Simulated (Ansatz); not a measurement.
`[O]=[W]([F])([F])=[S]` + NH₃ → `[NH2][W](=[O])([F])=[S]` + H–F at 600 K and 1 bar (ligand exchange at a W–F bond).

Program: Ansatz. Geometries: PBE0-D4/def2-TZVP. ΔE: electronic, gas phase. CCSD(T)/CBS adds triple-zeta CCSD(T) − MP2 to the extrapolated MP2 energy (def2 sets, frozen cores). This one scheme is used for every species. Elements past krypton have def2 core potentials. For W outer-core shells are correlated without core-valence functions, which leaves a few kJ/mol of doubt a bond. Each species was taken in one conformer, which may not be the lowest.

```
                  species  CCSD(T)/CBS energy (Eh)  H − E (kJ/mol)  S (J/(mol·K))
  `[O]=[W]([F])([F])=[S]`               -739.68280            71.0          403.3
                      NH₃                -56.50880           112.4          219.5
`[NH2][W](=[O])([F])=[S]`               -695.78708           141.0          426.8
                      H–F               -100.39570            42.3          194.0
```

H − E and S are ideal-gas, rigid-rotor, harmonic terms from PBE0-D4/def2-TZVP, for one conformer and one mirror image of each species. 1 Eh = 2625.50 kJ/mol, R = 8.31446 J/(mol·K).

Problem. By hand: ΔE, ΔH, ΔS and ΔG.

Solution. ΔE = (-695.78708) + (-100.39570) − (-739.68280) − (-56.50880) = 0.00882 Eh = 23.2 kJ/mol. Δ(H − E) = 141.0 + 42.3 − 71.0 − 112.4 = -0.1, so ΔH = 23.1 kJ/mol. ΔS = 426.8 + 194.0 − 403.3 − 219.5 = -2.0 J/(mol·K). ΔG = 23.1 − 600 × (-2.0)/1000 = 24.3 kJ/mol.

Problem. By hand: the equilibrium constant, and the temperature at which ΔG would vanish if ΔH and ΔS stayed fixed.

Solution. log₁₀ K = −ΔG/(RT ln 10) = -2.1. ΔH and −TΔS have one sign here, so there is no such temperature.

The number of gas molecules stays the same, so ΔS is small and ΔH decides. A doubt of 5 kJ/mol in ΔE shifts log₁₀ K by 0.4 here. Other conformers and mirror images would add mixing entropy, several J/(mol·K) or more a flexible species. These are equilibria of isolated gas molecules and say nothing of rates. Largest T1 diagnostic: 0.023 (customary marks: 0.02 for closed shells, 0.045 for open ones).

ΔS is within the doubt of such terms, so its sign, and with it that verdict, could turn.
